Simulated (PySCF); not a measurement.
ClFH8N2Si3, SMILES [SiH3]N[Si](Cl)(F)N[SiH3].

The structure is a stationary point at PBE0-D3(BJ)/def2-SVP. Other conformers were not sampled.

Two levels are set side by side: TDA-PBE/def2-SVPD (PySCF) and TDA-LC-ωPBE/def2-SVPD (PySCF). Vertical, same geometry. The lowest singlet is HOMO→LUMO 99 % with PBE and HOMO→LUMO 63 %, HOMO−1→LUMO+3 12 % with the other functional; states are paired by order. Differences are taken from unrounded values.

| quantity | TDA-LC-ωPBE | TDA-PBE | TDA-PBE minus TDA-LC-ωPBE |
|---|---|---|---|
| lowest singlet excitation (eV) | 7.39 | 5.69 | -1.70 |
| lowest triplet excitation (TDA) (eV) | 6.93 | 5.50 | -1.43 |

Functionals without exact exchange tend to place singlet excitations lower, as here. Differences between two approximate levels are no errors against the true value.

Rough cost on one machine, each run with all the roots and properties that it gave: TDA-LC-ωPBE against TDA-PBE about 4 times.
